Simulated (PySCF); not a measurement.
Ligand exchange on a metal centre used in film growth or etching (Ti Cl-H). All species are isolated molecules in the gas phase.

The LUMO from two functionals at the same geometries (r2SCAN-D4/def2-SVP), both in PySCF: PBE-D3(BJ)/def2-TZVP and TPSSh-D3(BJ)/def2-TZVP. 

```json
[
 {"species": "1 of 4 Cl replaced by H ([Ti(Cl)3(H)])", "PBE-D3(BJ)/def2-TZVP (eV)": "-4.49", "TPSSh-D3(BJ)/def2-TZVP (eV)": "-4.07"},
 {"species": "2 of 4 Cl replaced by H ([Ti(Cl)2(H)2])", "PBE-D3(BJ)/def2-TZVP (eV)": "-4.54", "TPSSh-D3(BJ)/def2-TZVP (eV)": "-3.99"},
 {"species": "3 of 4 Cl replaced by H ([Ti(Cl)(H)3])", "PBE-D3(BJ)/def2-TZVP (eV)": "-4.35", "TPSSh-D3(BJ)/def2-TZVP (eV)": "-3.74"},
 {"species": "4 of 4 Cl replaced by H ([Ti(H)4])", "PBE-D3(BJ)/def2-TZVP (eV)": "-4.29", "TPSSh-D3(BJ)/def2-TZVP (eV)": "-3.57"}
]
```

Over these rows, drawn at random from the members with no instability flagged (it was tested for open shells, ions and some series alone), PBE minus TPSSh-D3(BJ): mean -0.58 eV, from -0.72 eV to -0.43 eV.
